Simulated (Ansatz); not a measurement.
`C[CH](C)[Ga]([CH3])[Cl]` + CH₃OH → `C[O][Ga]([CH3])[Cl]` + propane  (ligand exchange at a Ga–C bond)

Gas-phase electronic energies from Ansatz, PBE0-D4/def2-TZVP geometries. CCSD(T)/CBS adds triple-zeta CCSD(T) − MP2 to the extrapolated MP2 energy (def2 sets, frozen cores). This one scheme is used for every species. Functionals use def2-TZVPP. For Ga outer-core shells are correlated without core-valence functions, which leaves a few kJ/mol of doubt a bond. Scalar relativity is left out up to krypton. One conformer a species, not always the lowest.

`C[CH](C)[Ga]([CH3])[Cl]`:

Cartesian coordinates in Å:
```
C 1.589 0.637 0.209
C 0.730 -0.473 -0.385
C 0.979 -1.816 0.293
Ga -1.192 -0.001 -0.395
C -2.150 1.663 -0.011
Cl -2.498 -1.647 -0.964
H 1.449 1.593 -0.303
H 2.654 0.385 0.144
H 1.365 0.798 1.268
H 0.981 -0.579 -1.449
H 0.372 -2.612 -0.141
H 0.752 -1.774 1.363
H 2.032 -2.106 0.201
H -2.677 1.993 -0.909
H -1.483 2.458 0.322
H -2.902 1.480 0.760
```

CH₃OH:

Z-matrix (Å, degrees):
```
C
O 1 1.409
H 1 1.097 2 112.4
H 1 1.090 2 107.0 3 -118.5
H 1 1.097 2 112.4 3 123.0
H 2 0.959 1 108.5 3 -61.6
```

`C[O][Ga]([CH3])[Cl]`:

```xyz
11

C     1.698    0.251    0.895
O     1.124   -0.950    0.448
Ga   -0.455   -1.016   -0.363
C    -1.591    0.523   -0.737
Cl   -0.974   -3.021   -0.894
H     1.872    0.201    1.976
H     2.664    0.409    0.404
H     1.076    1.136    0.698
H    -1.086    1.201   -1.429
H    -2.529    0.194   -1.181
H    -1.800    1.071    0.184
```

`CCC`:

```xyz
11

C     1.259    0.173   -0.193
C    -0.103    0.424    0.432
C    -1.182   -0.487   -0.127
H     1.230    0.333   -1.274
H     1.585   -0.857   -0.022
H     2.021    0.837    0.221
H    -0.038    0.290    1.517
H    -0.390    1.470    0.275
H    -2.154   -0.293    0.333
H    -0.936   -1.539    0.046
H    -1.292   -0.350   -1.207
```

Q: Is it downhill or uphill in electronic energy at CCSD(T)/CBS, and by how much? (Estimate.)

A: The calculation gave: Downhill: ΔE = -72.9 kJ/mol.

Q: What do these levels give: BLYP-D4, BHLYP-D4, CAM-B3LYP-D4, r2SCAN, r2SCAN0, LC-ωPBE, HF/def2-SVP, MP2/def2-SVP, MP2/def2-TZVPP, SCS-MP2/def2-TZVPP, HF/def2-QZVPP, CCSD/CBS(def2)? (An estimate is asked.)

A: Ansatz gave: BLYP-D4 -78.4, BHLYP-D4 -82.2, CAM-B3LYP-D4 -83.4, r2SCAN -83.5, r2SCAN0 -81.9, LC-ωPBE -80.7, HF/def2-SVP -99.7, MP2/def2-SVP -93.4, MP2/def2-TZVPP -77.5, SCS-MP2/def2-TZVPP -82.6, HF/def2-QZVPP -99.7, CCSD/CBS(def2) -74.5 kJ/mol.

Largest T1 diagnostic among the species: 0.013.

The D4 term adds +7.7 kJ/mol with B3LYP and +4.4 kJ/mol with PBE0; it sums over pairs of atoms, weighted by their polarisabilities, and B3LYP, whose exchange is more repulsive, gets the larger term. At CCSD(T), def2-SVP lies −21.3 kJ/mol from the extrapolated value and def2-TZVPP −6.5 kJ/mol. In def2-TZVPP, CCSD(T) changes the Hartree–Fock value by +19.2 kJ/mol (the triples alone add +1.6 kJ/mol) and MP2 by +21.1 kJ/mol.

B3LYP here is the variant with VWN-RPA as its local correlation; programs differ in this.
